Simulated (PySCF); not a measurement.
Run record: geometry optimisation, Cl4H4In2N2.

Computed with PBE0-D3(BJ)/def2-SVP geometry optimisation, gas phase, def2 core potentials past Kr (PySCF 2.14.0). Start geometry: GFN2-xTB. A driver script takes a list of jobs; this job's settings line and coordinates (Å) are shown.

Input:
```
{"job": {"xc": "PBE0", "basis": "def2-SVP", "d3": "d3bj", "grid": 1, "maxiter": 30, "shake": 0.03, "kind": "geom"}, "charge": 0, "multiplicity": 1}
In    -1.445460    -0.102430    -0.542270
Cl    -2.043560     1.630050    -2.003780
Cl    -2.848290    -1.735280     0.200390
N     -0.348810     0.875870     1.165750
In     1.498190     0.009120     0.520830
Cl     2.021510    -1.628010     1.987680
Cl     2.811550     1.728700    -0.228500
N      0.493650    -0.854900    -1.190190
H     -0.779570     0.548260     2.138850
H     -0.483620     1.879270     1.234130
H      0.448180    -1.897770    -1.171530
H      0.791700    -0.535630    -2.060380
```

Output:
```
step   0  E = -2331.89056986  max force = 0.051622
step   1  E = -2331.90649424  max force = 0.008845
step   2  E = -2331.90794852  max force = 0.003996
step   3  E = -2331.90859619  max force = 0.002902
step   4  E = -2331.90864727  max force = 0.002439
step   5  E = -2331.90866976  max force = 0.000877
step   6  E = -2331.90868454  max force = 0.000994
step   7  E = -2331.90869524  max force = 0.000627
step   8  E = -2331.90869857  max force = 0.000508
step   9  E = -2331.90870360  max force = 0.000375
optimisation converged
```

Energies in Eh; «max force» is the largest Cartesian gradient component in Eh/bohr.

**Question.** How much energy does the optimisation release, in eV?

**Answer.** E(step 0) − E(last step) = 0.018134 Eh, which is 0.493 eV.

Summary of the converged run: final energy -2331.90870 Eh after 9 steps; dipole 0.02 D.

**Question.** Give the final coordinates.

**Answer.** 0.135 Å rms from the input after alignment:
```
atom  x, y, z in Å
In1   -1.5218   -0.0209   -0.5485
Cl2   -2.1923    1.5817   -2.1110
Cl3   -3.0355   -1.6261    0.2177
N4    -0.3955    0.8888    1.1033
In5    1.5413    0.0155    0.5505
Cl6    2.2167   -1.5846    2.1140
Cl7    3.0579    1.6180   -0.2146
N8     0.4133   -0.9038   -1.0935
H9    -0.7194    0.5921    2.0262
H10   -0.4111    1.9104    1.0984
H11    0.4220   -1.9255   -1.0700
H12    0.7400   -0.6283   -2.0216
```

**Question.** Estimate the wall time. Hardware: Intel Xeon Platinum 8488C, one thread, no GPU, on a shared host. And the peak memory of the process?

**Answer.** About 3.7 min, with 0.86 GiB resident at the peak, the Python interpreter and its libraries included.
Labels such as C1 count atoms from 1, the log's own numbers from 0.
